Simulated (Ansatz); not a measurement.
Species: sum formula Si2N2H8 (charge 0, singlet). SMILES: N([SiH3])[SiH2]N
Coordinates optimised at B3LYP-D3(BJ)/def2-TZVP (Ansatz, a program for electronic structure):
```
N
H 1 1.0124
Si 1 1.7254 2 114.62
N 3 1.7156 1 110.03 2 -51.02
H 4 1.0070 3 120.75 1 145.34
H 4 1.0075 5 111.95 3 -155.47
Si 1 1.7293 2 115.45 3 175.96
H 7 1.4791 1 108.40 2 160.13
H 7 1.4836 8 110.01 1 119.63
H 3 1.4836 4 103.92 5 22.74
H 3 1.4838 10 108.95 4 124.54
H 7 1.4856 8 108.21 9 116.86
```

Wanted: vertical triplet-singlet gap (E(triplet) - E(singlet); each state is the SCF solution reached for its spin), in kJ/mol. Valence correlation only, unless marked. Open shells are spin-unrestricted. Spin-orbit coupling is left out. Non-relativistic. CBS(X,Y): correlation extrapolated as X^-3; Hartree-Fock from the larger set. [CCSD(T)-MP2]/basis is that difference in the basis named.

RI-MP2/CBS(aug-cc-pV(T+d)Z,aug-cc-pV(Q+d)Z)+[CCSD(T)-MP2]/aug-cc-pV(T+d)Z (Ansatz) gives 595.9 kJ/mol.

Question: Another calculation gave 594.9 kJ/mol. Which level was it?
A) B2PLYP/def2-TZVPD (Ansatz)
B) PBE/def2-TZVPD (Ansatz)
C) PBE0/def2-TZVPD (Ansatz)
D) r2SCAN/def2-TZVPD (Ansatz)

Answer: A, B2PLYP/def2-TZVPD (Ansatz). The others give 565.2 (PBE0), 517.0 (PBE), 546.5 (r2SCAN) kJ/mol.
